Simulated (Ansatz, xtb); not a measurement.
## A geometry optimisation of CH6BFSn with r2SCAN-D4/def2-SVP

The starting geometry of this gas-phase singlet was built from a drawn formula by distance geometry and a force field; its bonds are those of `[BH3-][CH+][SnH2][F]`.

```
atom    x (Å)    y (Å)    z (Å)
   C   0.4513   1.1624  -0.7733
   B   1.1017  -0.2494  -0.8278
   F  -2.1270   0.5504   1.1944
  Sn  -1.6154   1.3833  -0.5154
   H   2.3173  -0.1811  -0.9764
   H   0.6328  -0.8607  -1.7041
   H   0.8662  -0.7967   0.2459
   H   1.0469   2.0441  -0.8894
   H  -2.0325   3.0406  -0.4994
   H  -2.4392   0.5484  -1.8436
```

**Question.** Predict what becomes of its bonds when it is optimised with r2SCAN-D4/def2-SVP.

**Answer.** It rearranges, giving a structure given below by its coordinates. Contacts that open: B2–H7 (1.23 → 2.27 Å). Contacts that close: C1–H7 (2.25 → 1.10 Å).

The energy falls by 3.14 eV over 32 steps:

```csv
step,E − E(last) (eV)
1,3.138
4,2.529
8,1.839
11,0.572
15,0.225
18,0.100
22,0.002
25,0.001
29,0.000
32,0.000
```

Final geometry (Å):

```xyz
10

C     0.7147    0.8411   -0.1529
B     1.0069   -0.2247   -1.2061
F    -2.3374    0.4787    0.8312
Sn   -1.3805    1.2149   -0.6974
H     1.4224    0.0875   -2.3006
H     0.7260   -1.3836   -0.9981
H     0.5836    0.5261    0.8944
H     1.1917    1.8288   -0.2361
H    -1.7160    2.8923   -0.6733
H    -2.0091    0.3803   -2.0501
```

From the same start GFN2-xTB reaches the same bonding as this run.

No frequencies were run, so the end isn't proven a minimum. Atoms past krypton carry core potentials, without spin–orbit terms. Run with Ansatz 0.2.0, 36 s on 2 threads of Intel(R) Xeon(R) 6975P-C (Granite Rapids), with other jobs on the host.
